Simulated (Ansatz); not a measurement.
The same path of B2H6OSiZn (11 atoms, charge 0, multiplicity 1) was run twice with different band settings. The coordinate that changes most is the dihedral H6–B1–Si2–B3.

Level of theory: RKS BHLYP-D4/def2-SVP in Ansatz.

Relaxed end points:

```xyz
11
Properties=species:S:1:pos:R:3
B -1.374 1.264 -0.958
Si 0.235 0.080 -1.138
B 0.808 -0.426 0.770
O 1.937 0.090 1.301
Zn -0.324 -1.756 1.957
H -1.304 2.457 -1.060
H -2.441 0.800 -0.663
H -0.123 -1.177 -1.855
H 1.342 0.740 -1.895
H 2.429 0.675 0.726
H -1.183 -2.747 2.814
```

```xyz
11
Properties=species:S:1:pos:R:3
B -1.368 1.269 -0.962
Si 0.233 0.074 -1.139
B 0.806 -0.426 0.772
O 1.926 0.102 1.308
Zn -0.321 -1.763 1.956
H -2.436 0.812 -0.663
H -1.290 2.461 -1.066
H -0.132 -1.183 -1.850
H 1.344 0.725 -1.898
H 2.415 0.690 0.733
H -1.178 -2.761 2.809
```

Common settings: movable images 9; climbing image yes; optimiser quadratic models (default); start path IDPP; force threshold 0.03 eV/Å; end points relaxed.

| run | spring | iteration limit |
| --- | --- | --- |
| 1 | 5.0 eV/Å² | 42 |
| 2 | 2.0 to 10.0 eV/Å², energy-weighted | 47 |

(1) What does each run give, and how far can it be trusted?

Answers

(1) Run 1: converged after 15 iterations, highest image 0.081 eV above the first end. A vibrational analysis at the climbing image gives one clearly imaginary mode, 151i cm⁻¹: a first-order saddle point.
Run 2: converged after 14 iterations, highest image 0.082 eV above the first end. Another band between the same ends (9 images) ends at a top of the same energy, where a vibrational analysis finds 1 clearly imaginary mode.
